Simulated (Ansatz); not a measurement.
`[F][Al]([F])[Br]` + HBr → `[F][Al]([Br])[Br]` + H–F at 400 K and 1 bar (ligand exchange at the Al–F bond).

Computed with Ansatz on PBE0-D4/def2-TZVP structures; ΔE is electronic, products minus reactants. CBS: MP2 limit from def2 TZ/QZ plus the TZ coupled-cluster correction, frozen cores. This one scheme is used for every species. For Br outer-core shells are correlated without core-valence functions, which leaves a few kJ/mol of doubt a bond. Scalar relativity is left out up to krypton.

```json
{"species": "`[F][Al]([F])[Br]`", "CCSD(T)/CBS energy (Eh)": "-3015.14527", "H − E (kJ/mol)": "39.2", "S (J/(mol·K))": "331.0"}
{"species": "HBr", "CCSD(T)/CBS energy (Eh)": "-2573.91920", "H − E (kJ/mol)": "27.6", "S (J/(mol·K))": "207.2"}
{"species": "`[F][Al]([Br])[Br]`", "CCSD(T)/CBS energy (Eh)": "-5488.66195", "H − E (kJ/mol)": "37.2", "S (J/(mol·K))": "355.8"}
{"species": "H–F", "CCSD(T)/CBS energy (Eh)": "-100.39570", "H − E (kJ/mol)": "36.5", "S (J/(mol·K))": "182.2"}
```

H − E and S are ideal-gas, rigid-rotor, harmonic terms from PBE0-D4/def2-TZVP. 1 Eh = 2625.50 kJ/mol, R = 8.31446 J/(mol·K).

Problem. By hand: ΔE, ΔH, ΔS and ΔG.

Solution. ΔE = (-5488.66195) + (-100.39570) − (-3015.14527) − (-2573.91920) = 0.00682 Eh = 17.9 kJ/mol. Δ(H − E) = 37.2 + 36.5 − 39.2 − 27.6 = 6.9, so ΔH = 24.8 kJ/mol. ΔS = 355.8 + 182.2 − 331.0 − 207.2 = -0.2 J/(mol·K). ΔG = 24.8 − 400 × (-0.2)/1000 = 24.9 kJ/mol.

Problem. By hand: the equilibrium constant, and the temperature at which ΔG would vanish if ΔH and ΔS stayed fixed.

Solution. log₁₀ K = −ΔG/(RT ln 10) = -3.3. ΔH and −TΔS have one sign here, so there is no such temperature.

The number of gas molecules stays the same, so ΔS is small and ΔH decides. A doubt of 5 kJ/mol in ΔE shifts log₁₀ K by 0.7 here. These are equilibria of isolated gas molecules and say nothing of rates. Largest T1 diagnostic: 0.010 (customary marks: 0.02 for closed shells, 0.045 for open ones).

ΔS is within the doubt of such terms, so its sign, and with it that verdict, could turn.
